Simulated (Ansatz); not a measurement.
C2H6N2, SMILES `C=NCN` (charge 0, multiplicity 1).

These are frozen-core CCSD(T)/cc-pVDZ // B3LYP-D3(BJ)/def2-TZVP (Ansatz, a first-principles code) values and carry that method's errors.

Ansatz 0.2 input:
```yaml
crystal:
  periodic: [false, false, false]
  atoms:
    - { symbol: C, position_ang: [1.469127, 0.46027, -0.983575] }
    - { symbol: N, position_ang: [0.567737, 0.695958, -0.135543] }
    - { symbol: C, position_ang: [-0.257335, -0.425143, 0.314018] }
    - { symbol: N, position_ang: [-1.674434, -0.189742, 0.155287] }
    - { symbol: H, position_ang: [2.095101, 1.273251, -1.347318] }
    - { symbol: H, position_ang: [1.667495, -0.54168, -1.388768] }
    - { symbol: H, position_ang: [-0.049485, -0.569422, 1.376751] }
    - { symbol: H, position_ang: [0.006315, -1.352975, -0.212069] }
    - { symbol: H, position_ang: [-1.947434, 0.648986, 0.655019] }
    - { symbol: H, position_ang: [-1.899741, -0.041164, -0.821753] }
basis:
  gaussian: { orbitals: cc-pVDZ }
correlation:
  method: ccsd_t
```

Output:

```
Functional definition: HF
791 factors; integrals over basis functions are off by at most 1.2e-3 eV
mean field evaluation 1: about -5116.0616 eV, gradient 3.1e1 eV
mean field evaluation 2: about -5116.0634 eV, gradient 3.1e1 eV
mean field evaluation 4: about -5118.6017 eV, gradient 4.0e0 eV
mean field evaluation 8: about -5118.6548 eV, gradient 1.6e-1 eV
mean field evaluation 16: about -5118.6481 eV, gradient 1.3e0 eV
mean field -5118.65495483 eV, -188.1071000410 hartree, gradient 2.0e-6 eV, S^2 0.000000; 0 other end points of the search recorded, 0 dependent functions left out
4 core orbitals not correlated
reference -5118.65495483 eV, -188.1071000410 hartree; 12, 12 occupied and 70, 70 virtual orbitals, 791 factors
second order -16.59368607 eV of doubles, -0.00000000 eV of singles
cycle   1  -17.16216914 eV  change   -5.7e-1 eV  update   8.8e-2
cycle   2  -17.62683919 eV  change   -4.6e-1 eV  update   2.7e-2
cycle   3  -17.72780484 eV  change   -1.0e-1 eV  update   1.3e-2
cycle   4  -17.72600696 eV  change    1.8e-3 eV  update   3.5e-3
cycle   5  -17.72691879 eV  change   -9.1e-4 eV  update   1.6e-3
cycle   6  -17.72739564 eV  change   -4.8e-4 eV  update   4.9e-4
cycle   7  -17.72712990 eV  change    2.7e-4 eV  update   2.4e-4
cycle   8  -17.72706905 eV  change    6.1e-5 eV  update   1.1e-4
cycle   9  -17.72708112 eV  change   -1.2e-5 eV  update   4.6e-5
cycle  10  -17.72706619 eV  change    1.5e-5 eV  update   2.0e-5
perturbative correction -0.56516590 eV, -0.0207694637 hartree
Total energy: -5136.94718692 eV, -188.7793271714 hartree
```
